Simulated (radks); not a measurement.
Trend from Sc+ to Zn+: ionisation energy by Delta-SCF between NIST ground configurations, and size. Method: Dirac Kohn-Sham, LDA (Slater exchange, Perdew-Wang correlation), spin-unpolarised, spherical densities, point nucleus; open shells are shared between the two j in proportion to 2j + 1; computed with a radial shooting solver on a logarithmic mesh with Libxc functionals.

species,configuration,IE (eV),NIST (eV),kind,-e(HOMO) (eV),outermost,<r> outermost (bohr),r at 0.001 e/bohr^3 (bohr)
Sc+,[Ar] 3d1 4s1,12.955,12.800,exp.,9.953 (4s1/2),4s1/2,3.33,4.26
Ti+,[Ar] 3d2 4s1,13.793,13.576,exp.,10.593 (4s1/2),4s1/2,3.16,4.18
V+,[Ar] 3d4,15.108,14.63,exp.,9.235 (3d5/2),3d5/2,1.55,3.68
Cr+,[Ar] 3d5,16.343,16.486,exp.,10.128 (3d5/2),3d5/2,1.42,3.62
Mn+,[Ar] 3d5 4s1,15.870,15.640,exp.,12.162 (4s1/2),4s1/2,2.78,3.94
Fe+,[Ar] 3d6 4s1,16.485,16.199,exp.,12.626 (4s1/2),4s1/2,2.69,3.87
Co+,[Ar] 3d8,19.677,17.084,exp.,12.496 (3d5/2),3d5/2,1.14,3.43
Ni+,[Ar] 3d9,20.700,18.169,exp.,13.211 (3d5/2),3d5/2,1.08,3.37
Cu+,[Ar] 3d10,21.690,20.292,exp.,13.898 (3d5/2),3d5/2,1.02,3.31
Zn+,[Ar] 3d10 4s1,18.763,17.964,exp.,14.340 (4s1/2),4s1/2,2.38,3.62

Reference values: NIST Atomic Spectra Database (exp. = measured, semi-emp. = semi-empirical, theory = theoretical value adopted there). Spin polarisation and multiplet splitting are left out, so open shells lie too high by an amount that depends on their filling.

Beside tabulated values, note that spin-unpolarised runs miss the spin-polarisation part of the exchange energy of open shells.
